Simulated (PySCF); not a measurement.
NbOBr, SMILES [O]=[Nb][Br] (connectivity only; charge and spin as stated), neutral, multiplicity 3.

Geometry optimised at B3LYP-D3(BJ)/def2-TZVP. The spin state was assumed, not searched. The def2 effective core potentials stand for the cores of Nb; spin–orbit coupling is left out.

Level of theory: PySCF with TDA-PBE/def2-SVPD.

Vertical excitations. The molecule is in vacuum.

Question: Give excitation energies, oscillator strengths and character. (The exact figures need the calculation; the answer reports its results.)

Answer: 
```json
[
 {"state": "root 1", "energy (eV)": "0.59", "λ (nm)": "2089", "f": "0.001", "main pairs": "α HOMO→LUMO 99 %"},
 {"state": "root 2", "energy (eV)": "1.00", "λ (nm)": "1245", "f": "0.009", "main pairs": "α HOMO−1→LUMO 99 %"},
 {"state": "root 3", "energy (eV)": "1.87", "λ (nm)": "662", "f": "0.008", "main pairs": "α HOMO→LUMO+1 98 %"},
 {"state": "root 4", "energy (eV)": "2.00", "λ (nm)": "620", "f": "0.016", "main pairs": "α HOMO−1→LUMO+1 98 %"},
 {"state": "root 5", "energy (eV)": "2.61", "λ (nm)": "474", "f": "0.000", "main pairs": "α HOMO→LUMO+2 99 %"},
 {"state": "root 6", "energy (eV)": "2.81", "λ (nm)": "441", "f": "0.013", "main pairs": "α HOMO−1→LUMO+2 98 %"},
 {"state": "root 7", "energy (eV)": "3.20", "λ (nm)": "387", "f": "0.007", "main pairs": "α HOMO−2→LUMO 96 %"},
 {"state": "root 8", "energy (eV)": "3.46", "λ (nm)": "358", "f": "0.000", "main pairs": "α HOMO−3→LUMO 87 %"},
 {"state": "root 9", "energy (eV)": "3.49", "λ (nm)": "356", "f": "0.003", "main pairs": "α HOMO→LUMO+3 87 %"},
 {"state": "root 10", "energy (eV)": "3.73", "λ (nm)": "333", "f": "0.037", "main pairs": "α HOMO−1→LUMO+3 93 %"}
]
```
Unrestricted roots are not spin-pure.
